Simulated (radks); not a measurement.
Values are calculated unless marked as measured or tabulated.
The cobalt ion Co14+, configuration [Ne] 3s2 3p1 (the NIST ground configuration). Level of theory: scalar-relativistic Kohn-Sham, r2SCAN, spin-polarised, spherical densities, finite nucleus; open shells are filled with parallel spins first; meta-GGA in the generalised Kohn-Sham scheme; Fermi nuclear charge, rms radius 3.7875 fm (a radial shooting solver on a logarithmic mesh with Libxc functionals).

Normalised radial functions P(r) = r R(r), r in bohr:

r,2s down,2p up
0.006377,0.4761,0.0241
0.008923,0.6152,0.0449
0.01249,0.7704,0.0826
0.01747,0.9204,0.1496
0.02445,1.0228,0.2647
0.03421,1.0069,0.4524
0.04788,0.7799,0.7373
0.06646,0.2774,1.1151
0.093,-0.5204,1.5626
0.1301,-1.4159,1.9444
0.1821,-2.0256,2.0613
0.2548,-1.9896,1.7604
0.3566,-1.3377,1.1229
0.499,-0.5678,0.4824
0.6983,-0.1352,0.1233
0.9771,-0.0146,0.0150
1.367,-0.0005,0.0007
1.913,0.0000,0.0000

2s down: eigenvalue -1346.2 eV, 1 radial node at r = 0.0756 bohr, <r> = 0.252 bohr, 90 % of the charge inside 0.389 bohr. 2p up: eigenvalue -1218.2 eV, 0 radial nodes, <r> = 0.222 bohr, 90 % of the charge inside 0.362 bohr.
